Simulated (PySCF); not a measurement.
Gas-phase reaction: 2 MoO2(OH)2 + 2 O → Mo2O6 + 4 OH

Method: PySCF energies (xtb for GFN2) plus ideal-gas RRHO corrections (1 bar). † marks an energy on the PBE0/def2-TZVP geometry and frequencies; other levels use their own. MP2 and CCSD(T) freeze the core. Open shells (unrestricted): O (multiplicity 3, electronic degeneracy 9), OH (multiplicity 2, electronic degeneracy 4); the rest are closed-shell singlets. GFN2 has no spin-polarisation term. Spin-orbit splitting is ignored; it lowers the true energy and changes the entropy of O, OH. Mo: scalar-relativistic def2 core potential, no spin-orbit coupling. No R ln 2 is added for the mirror-image form of MoO2(OH)2. MP2 isn't extrapolated to the basis-set limit; its ΔH°(298 K) is 249.8 kJ in def2-SVP and 231.8 kJ in def2-TZVPP. CCSD(T) isn't extrapolated to the basis-set limit. The harmonic model lacks anharmonicity and excited electronic states, which grow with temperature; levels with a mode under 35 cm⁻¹ are left out. Soft modes under 120 cm⁻¹ make the harmonic entropy rough for Mo2O6. Warning, large T1 diagnostic: Mo2O6, MoO2(OH)2 (CCSD(T)/def2-SVP†). Warning, point group unlike the PBE0 one: MoO2(OH)2 (GFN2-xTB).

| level | ΔE electronic, kJ | ΔH°(298 K), kJ | ΔS°(298 K), J/K | ΔG°(1000 K), kJ |
|---|---|---|---|---|
| BLYP/def2-TZVP† | 243 | 222 | 134 | 93 |
| CCSD(T)/def2-SVP† | 276 | 256 | 134 | 126 |
| GFN2-xTB | 149 | 133 | 147 | -7 |
| MP2/def2-SVP† | 271 | 250 | 134 | 121 |
| PBE0/def2-QZVP† | 253 | 232 | 134 | 103 |
| PBE0/def2-TZVP | 263 | 242 | 134 | 113 |
| r2SCAN/def2-TZVP† | 239 | 218 | 134 | 89 |
| ωB97M-V/def2-TZVP† | 272 | 251 | 134 | 122 |
ΔH° is lowest at GFN2-xTB and highest at CCSD(T)/def2-SVP†. No reference value is set beside these.
